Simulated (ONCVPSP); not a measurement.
## Transferability test, ONCV potential for iridium

| Item | Value |
| --- | --- |
| Element | Ir |
| Generator | ONCVPSP 4.0.1 |
| Type | optimised norm-conserving Vanderbilt (ONCV) |
| Functional | LDA (Perdew-Wang 92) |
| Relativity | fully relativistic |
| Frozen core | [Kr] 4d10 4f14 |
| Valence charge | 17 |
| Reference configuration | 5s2 5p6 5d7 6s2 |
| Partial waves | 5s+6s: rc 1.50 bohr, ncon 4, nbas 8, qcut 6.4 1/bohr, 2 projectors; 5p: rc 1.60 bohr, ncon 4, nbas 7, qcut 6.9 1/bohr, 3 projectors, debl 3.2 Ha; 5d: rc 1.45 bohr, ncon 3, nbas 8, qcut 5.7 1/bohr, 2 projectors, debl 3.6 Ha |
| Local potential | polynomial inside 1.15 bohr (lpopt 5, dvloc0 0 Ha) |
| Core correction | none |

Open shells are filled in proportion to 2j + 1.

Energies are relative to the spin-unpolarised reference configuration 5s2 5p6 5d7 6s2; without spin polarisation the order of configurations can differ from experiment.

| valence configuration | charge | ΔE all-electron (eV) | error AE − PS (meV) |
| --- | --- | --- | --- |
| 5s2 5p6 5d7 6s0 | +2 | 28.029 | -2.6 |
| 5s2 5p6 5d6 6s0 | +3 | 58.870 | -4.0 |

Problem. What are ΔE and the potential's error for 5s2 5p6 5d6 6s2?

Solution. ΔE = 12.427 eV all-electron; the error (AE − PS) is -1.8 meV.

Problem. What are ΔE and the potential's error for 5s2 5p6 5d7 6s1?

Solution. ΔE = 10.184 eV all-electron; the error (AE − PS) is -0.3 meV.

Note: no bound ghost flagged; GHOST(+) flagged for s at 133.1 eV, p3/2 at 579.6 eV.
